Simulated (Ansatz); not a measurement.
One change: `O[SiH2]O[SiH2][SiH3]` becomes `OBO[SiH2][SiH3]`.

Ansatz, PBE0-D4/def2-TZVP geometries, multiplicity 1. Each molecule was computed in one conformer, which needn't be the lowest.

| property | `O[SiH2]O[SiH2][SiH3]` |
| --- | --- |
| HOMO–LUMO gap (B3LYP/def2-TZVPP) / eV | 7.19 |
| size of the dipole moment (PBE/def2-TZVPP) / D | 1.11 |
| LUMO energy (ωB97M-V/def2-TZVPP) / eV | 1.34 |
| HOMO–LUMO gap (PBE/def2-TZVPP) / eV | 5.49 |
| size of the dipole moment (ωB97M-V/def2-TZVPP) / D | 1.11 |
| size of the dipole moment (B3LYP/def2-TZVPP) / D | 1.09 |

**Question.** Give the same properties after the change, and the shifts. (An estimate is asked.)

**Answer.** Computed: 
```json
{"property": "HOMO–LUMO gap (B3LYP/def2-TZVPP) / eV", "`OBO[SiH2][SiH3]`": "7.50", "shift": "0.31"}
{"property": "size of the dipole moment (PBE/def2-TZVPP) / D", "`OBO[SiH2][SiH3]`": "1.22", "shift": "0.11"}
{"property": "LUMO energy (ωB97M-V/def2-TZVPP) / eV", "`OBO[SiH2][SiH3]`": "1.45", "shift": "0.11"}
{"property": "HOMO–LUMO gap (PBE/def2-TZVPP) / eV", "`OBO[SiH2][SiH3]`": "5.79", "shift": "0.30"}
{"property": "size of the dipole moment (ωB97M-V/def2-TZVPP) / D", "`OBO[SiH2][SiH3]`": "1.23", "shift": "0.12"}
{"property": "size of the dipole moment (B3LYP/def2-TZVPP) / D", "`OBO[SiH2][SiH3]`": "1.23", "shift": "0.14"}
```

With PBE0 the HOMO falls by 0.22 eV and the LUMO rises by 0.09 eV, so the gap widens by about 0.31 eV. PBE moves the HOMO by -0.21 eV and ωB97M-V by -0.21 eV. Dipoles are sizes alone; their direction can turn.

B3LYP here is the variant with VWN-RPA as its local correlation; programs differ in this.
